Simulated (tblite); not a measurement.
Species: C3H7AsSi.
Cartesian coordinates in Å at the GFN2-xTB level; atoms count from 1:
```
atom  x, y, z in Å
As1    2.7553   -0.1328    0.7275
Si2    0.9682    1.0911   -0.1458
C3    -0.5782    0.0751   -0.3364
C4    -1.2532   -0.9298   -0.8279
C5    -1.9894   -0.1278    0.1859
H6     1.8821   -0.8043    1.7472
H7     2.5101   -1.2766   -0.2124
H8     1.3127    1.6221   -1.4759
H9     0.6335    2.2179    0.7407
H10   -1.3286   -1.7612   -1.4855
H11   -2.7749    0.5516   -0.1281
H12   -2.1363   -0.5260    1.1847
```

Method: GFN2-xTB as coded in tblite; computed harmonic values from a numerical Hessian at the method's own geometry, unscaled. This tight-binding method is rough: wavenumbers can miss measured ones by several per cent, in bad cases by 10 to 20. Modes of hydrogen on arsenic and silicon can be 10 to 20 % off. One conformer, not necessarily the lowest. The optimisation stopped once no atom felt more than 0.01 eV/Å.

Lowest wavenumbers of the output (negative numbers stand for imaginary wavenumbers):
```
mode    cm-1
  1     -24.7
  2      70.0
  3      74.8
  4     197.2
  5     252.6
  6     353.7
  7     388.2
  8     537.7
  9     575.3
 10     605.9
```

Q: Is this structure a minimum?

A: Not by this Hessian. 1 mode is imaginary beyond 20i (25i cm⁻¹), so at this level the point lies at or near a first-order saddle. The curvature is small, so loose convergence or finite differences may be the whole cause.

Q: Which atoms move in the imaginary mode?

A: 25i: C5 (allylic carbon) 33 %, C4 (alkene CH carbon) 18 %, H11 (methylene hydrogen) 11 %, H12 (methylene hydrogen) 10 %. These are shares of the mass-weighted motion.

Q: What is the remedy?

A: Step along that mode in both directions, optimise again with tighter thresholds and repeat the frequencies. The zero-point energy of this point (48.2 kcal/mol) counts the 29 real modes alone, and thermal corrections from it aren't those of a minimum.
